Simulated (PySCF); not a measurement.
**Zr²⁺ (zirconium, charge +2): BP86 calculation**

Configuration: [Kr] 4d2, high-spin 3F determinant. Calculation: PySCF 2.14, in def2-TZVP with the def2 core potential (28 electrons) (6s4p3d1f, 40 functions); scalar relativity through the core potential.

```json
{
 "Total energy": "-46.2167 hartree",
 "One-electron energy": "-71.6279 hartree",
 "Hartree (Coulomb) energy": "30.9304 hartree",
 "Exchange-correlation energy": "-5.5193 hartree",
 "⟨S²⟩": "2.0005",
 "⟨L²⟩": "12.004",
 "Sum of ⟨r⟩": "14.84 bohr",
 "Sum of ⟨r²⟩": "25.88 bohr²",
 "Time after the integrals": "0.36 s of wall time on 1 thread of Intel(R) Xeon(R) Platinum 8375C CPU @ 2.90GHz (shared host)"
}
```

```tsv
shell	electrons	mean orbital energy (eV)	rms radius, mean of both spins (bohr)
4s α	1	-70.362	1.30
4s β	1	-69.362	1.30
4p α	3	-47.823	1.47
4p β	3	-46.671	1.47
4d α	2	-18.276	2.19
```

Energies and moments cover only the electrons outside the core potential.
